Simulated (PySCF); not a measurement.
²⁹Si chemical shifts

- geometry from GFN2-xTB
- NMR shieldings at PBE0/pcSseg-1/GIAO
- run in PySCF
- relativity neglected, single conformer, no solvent, fast rotation and ring inversion assumed for equivalent nuclei

Shieldings were converted by a linear fit to measured shifts: ²⁹Si: δ = 279.94 − 0.822σ (rms 8.9 ppm, 72 shifts, 25.8 ppm with the 6 outliers that the fit left out vs TMS, solution or neat liquid). Occasional misses reach two or three times the rms, and more in compound classes unlike the fitted ones.

Q: Give the ²⁹Si shifts of `C=C[Si](N)(C=C)[SiH2]O`, `F[SiH2]F`, `C=C(F)[Si]1(C#CC)[SiH2]O[SiH2]1`.

A: 
```csv
compound,environment,δ (ppm)
[CH2:1]=[CH:2][Si:3]([NH2:4])([CH:5]=[CH2:6])[SiH2:7][OH:8],"Si3: silicon bonded to 2 C, N, Si",-24.6
[CH2:1]=[CH:2][Si:3]([NH2:4])([CH:5]=[CH2:6])[SiH2:7][OH:8],"Si7: silicon bonded to O, Si, 2 H",-34.5
F[SiH2]F,"silicon bonded to 2 F, 2 H",-19.1
[CH2:1]=[C:2]([F:3])[Si:4]1([C:5]#[C:6][CH3:7])[SiH2:8][O:9][SiH2:10]1,"Si8/10: silicon bonded to O, Si, 2 H, in a 4-membered ring (×2)",-1.1
[CH2:1]=[C:2]([F:3])[Si:4]1([C:5]#[C:6][CH3:7])[SiH2:8][O:9][SiH2:10]1,"Si4: silicon bonded to 2 C, 2 Si, in a 4-membered ring",-15.7
```

Q: Match the shifts -17.6, -60.0, -128.1 ppm to `C[Si@H]1C=COC1`, `CC(=O)[SiH]1CC1`, `C#C[C@](C)(N[SiH3])C(=C)C`.

A: -17.6: C[Si@H]1C=COC1 (silicon bonded to 3 C, H, in a 5-membered ring); -60.0: C#C[C@](C)(N[SiH3])C(=C)C (silicon bonded to N, 3 H); -128.1: CC(=O)[SiH]1CC1 (silicon bonded to 3 C, H, in a 3-membered ring).
